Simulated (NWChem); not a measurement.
# CdCl, doublet; SMILES [Cl][Cd]

```xyz
2

Cd     0.0000     0.0000    -0.6037
Cl     0.0000     0.0000     1.7640
```
Atoms are numbered in this order, from 1.

Level: PBE0/def2-SVP with def2 effective core potentials on Cd, spin-unrestricted (NWChem), optimised geometry, unscaled harmonic frequencies. The spin multiplicity was typed, not searched, and may not be the lowest. def2 effective core potentials on Cd; no spin-orbit coupling.

```csv
frequency (cm⁻¹),IR intensity (km/mol)
323,28.3
```

```yaml
zero_point_energy: 0.5 kcal/mol
thermal correction to the enthalpy at 298.15 K (with zero-point energy): 2.8 kcal/mol
heat capacity Cv: 6.6 cal/(mol K)
```

Rigid rotor and harmonic oscillator.
